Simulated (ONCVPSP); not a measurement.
## u(r) = r·R(r): atom against pseudo-atom (lithium (Li))

Columns: radius, all-electron u(r) and pseudo u(r) of the 1s shell (level -51.85 eV) of lithium in the configuration 1s2 2s1; PBE, scalar-relativistic, ONCV scheme, ONCVPSP 4.0.1.

```
r (bohr)  all-electron  pseudo
   0.060        0.4662  0.2973
   0.120        0.7798  0.5743
   0.180        0.9811  0.8137
   0.240        1.1006  1.0030
   0.300        1.1603  1.1350
   0.360        1.1777  1.2103
   0.420        1.1650  1.2337
   0.480        1.1315  1.2147
   0.540        1.0841  1.1648
   0.600        1.0280  1.0955
   0.660        0.9666  1.0165
   0.720        0.9030  0.9355
   0.780        0.8390  0.8574
   0.840        0.7760  0.7848
   0.900        0.7150  0.7183
   0.960        0.6568  0.6576
   1.020        0.6016  0.6017
   1.080        0.5498  0.5498
   1.140        0.5015  0.5014
   1.200        0.4565  0.4565
   1.260        0.4149  0.4149
   1.320        0.3766  0.3766
   1.380        0.3413  0.3413
   1.440        0.3089  0.3089
   1.500        0.2793  0.2793
   1.560        0.2522  0.2522
```

(1) How many radial nodes do the two functions have?

(2) At about which radius was the pseudo-wave matched?

(3) Is the pseudo-wave norm-conserving?

## Answers

(1) The all-electron 1s function has n − l − 1 = 0; the pseudo-wave has 0.

(2) 1.10 bohr. The columns agree to 0.0005 from 1.02 bohr on; several derivatives are matched, so the curves merge somewhat inside the radius.

(3) Yes: the ONCV scheme keeps the norm inside the radius equal to the all-electron one, which fixes the energy derivative of the logarithmic derivative at the level.
